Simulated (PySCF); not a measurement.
B3LYP has the VWN-RPA correlation part, as in Gaussian. 

**C2H3NO, SMILES `C(=CO)=N` (charge 0, multiplicity 1)**

All values below come from B3LYP-D3(BJ)/def2-TZVP (PySCF 2.14.0).

```json
{
  "HOMO": "-5.99 eV",
  "dipole_moment": "1.30 D",
  "HOMO–LUMO gap": "4.83 eV",
  "LUMO": "-1.16 eV",
  "total_energy": "-208.0143 Ha",
  "cost": "around 25 core-seconds (rough)"
}
```

```xyz
7

N      1.5083     0.8061     0.6009
C      0.5406     0.1039     0.3139
C     -0.5869    -0.5422     0.1451
O     -1.5813    -0.2094    -0.7558
H      2.3575     0.5977     0.0689
H     -0.7896    -1.4497     0.6935
H     -1.4486     0.6936    -1.0665
```
